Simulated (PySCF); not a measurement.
Potential energy curve for SH (anion, charge -1), singlet.

UKS-B3LYP/6-31G* = unrestricted B3LYP/6-31G*, spherical d (PySCF); RHF/6-31G* = restricted Hartree-Fock/6-31G*, spherical d in PySCF; UHF/6-31G* = unrestricted Hartree-Fock/6-31G*, spherical d run with PySCF 2.14.0; UCCSD(T) = CCSD(T) on UHF/aug-cc-pVDZ, 5 core orbitals frozen (PySCF 2.14.0).

Energies relative to the lowest point of each curve near equilibrium, in mEh; the last columns give the difference from UCCSD(T):

```json
[
 {"R / Å": "1.00", "UKS-B3LYP/6-31G*": "118.9", "RHF/6-31G*": "115.6", "UHF/6-31G*": "115.6", "UCCSD(T)": "121.9", "UKS-B3LYP/6-31G* − UCCSD(T)": "-3.0", "RHF/6-31G* − UCCSD(T)": "-6.3", "UHF/6-31G* − UCCSD(T)": "-6.3"},
 {"R / Å": "1.07", "UKS-B3LYP/6-31G*": "66.4", "RHF/6-31G*": "63.1", "UHF/6-31G*": "63.1", "UCCSD(T)": "68.6", "UKS-B3LYP/6-31G* − UCCSD(T)": "-2.1", "RHF/6-31G* − UCCSD(T)": "-5.5", "UHF/6-31G* − UCCSD(T)": "-5.5"},
 {"R / Å": "1.15", "UKS-B3LYP/6-31G*": "29.6", "RHF/6-31G*": "26.7", "UHF/6-31G*": "26.7", "UCCSD(T)": "30.8", "UKS-B3LYP/6-31G* − UCCSD(T)": "-1.2", "RHF/6-31G* − UCCSD(T)": "-4.1", "UHF/6-31G* − UCCSD(T)": "-4.1"},
 {"R / Å": "1.21", "UKS-B3LYP/6-31G*": "13.5", "RHF/6-31G*": "11.2", "UHF/6-31G*": "11.2", "UCCSD(T)": "14.1", "UKS-B3LYP/6-31G* − UCCSD(T)": "-0.6", "RHF/6-31G* − UCCSD(T)": "-2.9", "UHF/6-31G* − UCCSD(T)": "-2.9"},
 {"R / Å": "1.27", "UKS-B3LYP/6-31G*": "4.4", "RHF/6-31G*": "3.0", "UHF/6-31G*": "3.0", "UCCSD(T)": "4.6", "UKS-B3LYP/6-31G* − UCCSD(T)": "-0.3", "RHF/6-31G* − UCCSD(T)": "-1.6", "UHF/6-31G* − UCCSD(T)": "-1.6"},
 {"R / Å": "1.29", "UKS-B3LYP/6-31G*": "2.6", "RHF/6-31G*": "1.5", "UHF/6-31G*": "1.5", "UCCSD(T)": "2.7", "UKS-B3LYP/6-31G* − UCCSD(T)": "-0.2", "RHF/6-31G* − UCCSD(T)": "-1.2", "UHF/6-31G* − UCCSD(T)": "-1.2"},
 {"R / Å": "1.35", "UKS-B3LYP/6-31G*": "0.0", "RHF/6-31G*": "0.0", "UHF/6-31G*": "0.0", "UCCSD(T)": "0.0", "UKS-B3LYP/6-31G* − UCCSD(T)": "0.0", "RHF/6-31G* − UCCSD(T)": "0.0", "UHF/6-31G* − UCCSD(T)": "0.0"},
 {"R / Å": "1.39", "UKS-B3LYP/6-31G*": "0.2", "RHF/6-31G*": "1.0", "UHF/6-31G*": "1.0", "UCCSD(T)": "0.2", "UKS-B3LYP/6-31G* − UCCSD(T)": "0.0", "RHF/6-31G* − UCCSD(T)": "0.8", "UHF/6-31G* − UCCSD(T)": "0.8"},
 {"R / Å": "1.42", "UKS-B3LYP/6-31G*": "1.2", "RHF/6-31G*": "2.6", "UHF/6-31G*": "2.6", "UCCSD(T)": "1.2", "UKS-B3LYP/6-31G* − UCCSD(T)": "0.0", "RHF/6-31G* − UCCSD(T)": "1.4", "UHF/6-31G* − UCCSD(T)": "1.4"},
 {"R / Å": "1.49", "UKS-B3LYP/6-31G*": "5.5", "RHF/6-31G*": "8.4", "UHF/6-31G*": "8.4", "UCCSD(T)": "5.7", "UKS-B3LYP/6-31G* − UCCSD(T)": "-0.2", "RHF/6-31G* − UCCSD(T)": "2.7", "UHF/6-31G* − UCCSD(T)": "2.7"},
 {"R / Å": "1.56", "UKS-B3LYP/6-31G*": "11.9", "RHF/6-31G*": "16.2", "UHF/6-31G*": "16.2", "UCCSD(T)": "12.3", "UKS-B3LYP/6-31G* − UCCSD(T)": "-0.4", "RHF/6-31G* − UCCSD(T)": "3.9", "UHF/6-31G* − UCCSD(T)": "3.9"},
 {"R / Å": "1.68", "UKS-B3LYP/6-31G*": "25.5", "RHF/6-31G*": "32.3", "UHF/6-31G*": "32.3", "UCCSD(T)": "26.4", "UKS-B3LYP/6-31G* − UCCSD(T)": "-0.9", "RHF/6-31G* − UCCSD(T)": "5.9", "UHF/6-31G* − UCCSD(T)": "5.9"},
 {"R / Å": "1.80", "UKS-B3LYP/6-31G*": "40.5", "RHF/6-31G*": "49.7", "UHF/6-31G*": "49.7", "UCCSD(T)": "41.7", "UKS-B3LYP/6-31G* − UCCSD(T)": "-1.2", "RHF/6-31G* − UCCSD(T)": "8.0", "UHF/6-31G* − UCCSD(T)": "8.0"},
 {"R / Å": "2.01", "UKS-B3LYP/6-31G*": "66.6", "RHF/6-31G*": "80.0", "UHF/6-31G*": "72.0", "UCCSD(T)": "68.1", "UKS-B3LYP/6-31G* − UCCSD(T)": "-1.5", "RHF/6-31G* − UCCSD(T)": "11.9", "UHF/6-31G* − UCCSD(T)": "3.9"},
 {"R / Å": "2.23", "UKS-B3LYP/6-31G*": "91.1", "RHF/6-31G*": "108.9", "UHF/6-31G*": "84.1", "UCCSD(T)": "91.4", "UKS-B3LYP/6-31G* − UCCSD(T)": "-0.3", "RHF/6-31G* − UCCSD(T)": "17.5", "UHF/6-31G* − UCCSD(T)": "-7.3"},
 {"R / Å": "2.44", "UKS-B3LYP/6-31G*": "108.4", "RHF/6-31G*": "132.9", "UHF/6-31G*": "90.5", "UCCSD(T)": "108.9", "UKS-B3LYP/6-31G* − UCCSD(T)": "-0.5", "RHF/6-31G* − UCCSD(T)": "24.0", "UHF/6-31G* − UCCSD(T)": "-18.4"},
 {"R / Å": "2.72", "UKS-B3LYP/6-31G*": "121.1", "RHF/6-31G*": "159.5", "UHF/6-31G*": "95.0", "UCCSD(T)": "124.8", "UKS-B3LYP/6-31G* − UCCSD(T)": "-3.7", "RHF/6-31G* − UCCSD(T)": "34.7", "UHF/6-31G* − UCCSD(T)": "-29.8"},
 {"R / Å": "2.98", "UKS-B3LYP/6-31G*": "126.8", "RHF/6-31G*": "179.2", "UHF/6-31G*": "97.1", "UCCSD(T)": "132.3", "UKS-B3LYP/6-31G* − UCCSD(T)": "-5.5", "RHF/6-31G* − UCCSD(T)": "46.9", "UHF/6-31G* − UCCSD(T)": "-35.3"},
 {"R / Å": "3.32", "UKS-B3LYP/6-31G*": "130.4", "RHF/6-31G*": "199.4", "UHF/6-31G*": "98.4", "UCCSD(T)": "136.6", "UKS-B3LYP/6-31G* − UCCSD(T)": "-6.2", "RHF/6-31G* − UCCSD(T)": "62.7", "UHF/6-31G* − UCCSD(T)": "-38.3"},
 {"R / Å": "3.64", "UKS-B3LYP/6-31G*": "132.1", "RHF/6-31G*": "214.0", "UHF/6-31G*": "98.9", "UCCSD(T)": "138.3", "UKS-B3LYP/6-31G* − UCCSD(T)": "-6.2", "RHF/6-31G* − UCCSD(T)": "75.6", "UHF/6-31G* − UCCSD(T)": "-39.5"},
 {"R / Å": "4.04", "UKS-B3LYP/6-31G*": "133.5", "RHF/6-31G*": "227.7", "UHF/6-31G*": "99.1", "UCCSD(T)": "139.3", "UKS-B3LYP/6-31G* − UCCSD(T)": "-5.8", "RHF/6-31G* − UCCSD(T)": "88.4", "UHF/6-31G* − UCCSD(T)": "-40.2"},
 {"R / Å": "4.77", "UKS-B3LYP/6-31G*": "134.5", "RHF/6-31G*": "242.7", "UHF/6-31G*": "99.3", "UCCSD(T)": "139.9", "UKS-B3LYP/6-31G* − UCCSD(T)": "-5.4", "RHF/6-31G* − UCCSD(T)": "102.9", "UHF/6-31G* − UCCSD(T)": "-40.6"},
 {"R / Å": "5.38", "UKS-B3LYP/6-31G*": "134.1", "RHF/6-31G*": "248.6", "UHF/6-31G*": "99.3", "UCCSD(T)": "140.1", "UKS-B3LYP/6-31G* − UCCSD(T)": "-6.0", "RHF/6-31G* − UCCSD(T)": "108.5", "UHF/6-31G* − UCCSD(T)": "-40.8"}
]
```

UKS-B3LYP/6-31G* is furthest from UCCSD(T) at 3.32 (-6.2 mEh, below); its mean absolute difference over the points is 2.2 mEh.

RHF/6-31G* is furthest from UCCSD(T) at 5.38 (108.5 mEh, above); its mean absolute difference over the points is 26.8 mEh.

UHF/6-31G* is furthest from UCCSD(T) at 5.38 (-40.8 mEh, below); its mean absolute difference over the points is 14.7 mEh.

The unrestricted determinant behind UKS-B3LYP/6-31G* is spin-contaminated at 2.44 to 5.38 Å (<S²> up to 1.0, against 0.00 for a pure singlet). Where the anion isn't bound against loss of the electron, the finite basis alone holds it. The restricted form behind RHF/6-31G* keeps the bonding electrons paired and can't separate into open-shell fragments. The unrestricted determinant behind UHF/6-31G*, UCCSD(T) is spin-contaminated at 2.01 to 5.38 Å (<S²> up to 1.0, against 0.00 for a pure singlet).
